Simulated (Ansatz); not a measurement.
Two shapes of singlet SiF4.

Shape 1:

```xyz
5

Si    0.0000    0.0000    0.0000
F     0.9158    0.9158    0.9158
F     0.9158   -0.9158   -0.9158
F    -0.9158    0.9158   -0.9158
F    -0.9158   -0.9158    0.9158
```

Shape 2:

```xyz
5

Si    0.0000    0.0000    0.0000
F     0.8426    0.8426    0.8426
F     0.8426   -0.8426   -0.8426
F    -0.8426    0.8426   -0.8426
F    -0.8426   -0.8426    0.8426
```

Basis set: 6-31G* (spherical functions). Correlated methods keep 9 orbitals frozen. Charge 0, multiplicity 1.

Computed with Ansatz (development build ahead of 0.2.0); each method stands on the lowest determinant of its kind that the runs found.

Question: Which shape is lower in energy, and by how much in each method?

Answer:

```tsv
method	E(2) − E(1) (eV)
RHF	1.113
RHF-MP2	1.766
```

Shape 1 is lower. Caution: no unrestricted run beside it, a lower state can exist.
